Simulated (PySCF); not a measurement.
RbLi: from constants to spectrum

RHF-CCSD(T) constants of RbLi, ¹Σ⁺ (singlet), closed shell (Rb def2-TZVP with ECP28, Li def2-TZVP; scalar-relativistic core potentials (PySCF 2.14); masses 84.9118 and 7.0160 u):

| Quantity | Value |
| --- | --- |
| ωe | 175.9 cm⁻¹ |
| ωexe | 0.929 cm⁻¹ |
| Be | 0.20292 cm⁻¹ |
| αe | 0.00136 cm⁻¹ |
| D (centrifugal) | 1.08e-06 cm⁻¹ |
| De to Rb + Li | 0.61 eV |

Give the band origin of the fundamental and the first lines of its P and R branches.

ν0 = ωe − 2ωexe = 174.0 cm⁻¹, B0 = 0.20224, B1 = 0.20088 cm⁻¹.

```json
{"J″": "0", "P(J″) − ν0": "", "R(J″) − ν0": "0.402"}
{"J″": "1", "P(J″) − ν0": "-0.404", "R(J″) − ν0": "0.801"}
{"J″": "2", "P(J″) − ν0": "-0.812", "R(J″) − ν0": "1.197"}
{"J″": "3", "P(J″) − ν0": "-1.221", "R(J″) − ν0": "1.590"}
{"J″": "4", "P(J″) − ν0": "-1.634", "R(J″) − ν0": "1.981"}
{"J″": "5", "P(J″) − ν0": "-2.049", "R(J″) − ν0": "2.369"}
{"J″": "6", "P(J″) − ν0": "-2.467", "R(J″) − ν0": "2.754"}
```

Near which J would the R branch turn back, without centrifugal distortion?

At J ≈ (B0 + B1)/(2(B0 − B1)) − 1 ≈ 150.

Correlated steps freeze no core orbitals. Where the molecule has an RHF reference, its open-shell atoms are computed with UHF.
